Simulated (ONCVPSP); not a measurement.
# Sc (Z = 21): excitation energies, all-electron against ONCV

```json
{
 "Element": "Sc (Z = 21)",
 "Generator": "ONCVPSP 4.0.1",
 "Type": "optimised norm-conserving Vanderbilt (ONCV)",
 "Functional": "BLYP",
 "Relativity": "scalar-relativistic",
 "Frozen core": "[Ne]",
 "Valence charge": "11",
 "Reference configuration": "3s2 3p6 3d1 (charge +2)",
 "Partial waves": "3s: rc 1.65 bohr, ncon 5, nbas 8, qcut 5.6 1/bohr, 2 projectors, debl 0.9 Ha; 3p: rc 1.75 bohr, ncon 4, nbas 8, qcut 7.9 1/bohr, 2 projectors, debl 2.1 Ha; 3d: rc 1.40 bohr, ncon 4, nbas 7, qcut 6.9 1/bohr, 3 projectors, debl 1.9 Ha",
 "Local potential": "polynomial inside 1.30 bohr (lpopt 5, dvloc0 0 Ha)",
 "Core correction": "Teter function, fcfact 5.25, rcfact 1.25"
}
```

In the s channel the program set the typed energies aside and used -2.581, 0.250 Ha.

Energies are relative to the spin-unpolarised reference configuration 3s2 3p6 3d1; without spin polarisation the order of configurations can differ from experiment.

Q: Give the all-electron excitation energy and the error of the potential for: 3s2 3p6 3d1 4s2; 3s2 3p6 3d1 4s1; 3s2 3p6 3d0; 3s2 3p6 3d1 4s1 4p1.

A:

| valence configuration | charge | ΔE all-electron (eV) | error AE − PS (meV) |
| --- | --- | --- | --- |
| 3s2 3p6 3d1 4s2 | 0 | -19.730 | 0.0 |
| 3s2 3p6 3d1 4s1 | +1 | -12.906 | +0.2 |
| 3s2 3p6 3d0 | +3 | 24.868 | +48 |
| 3s2 3p6 3d1 4s1 4p1 | 0 | -16.915 | +0.5 |

Levels in the configuration 3s2 3p6 3d1 4s1 4p1:

```tsv
level	all-electron (eV)	pseudo (eV)
3s	-56.030	-56.011
3p	-34.677	-34.671
3d	-4.267	-4.265
4s	-4.773	-4.773
4p	-1.866	-1.866
```

Note: no bound ghost flagged; GHOST(+) flagged for d at 130.6 eV.
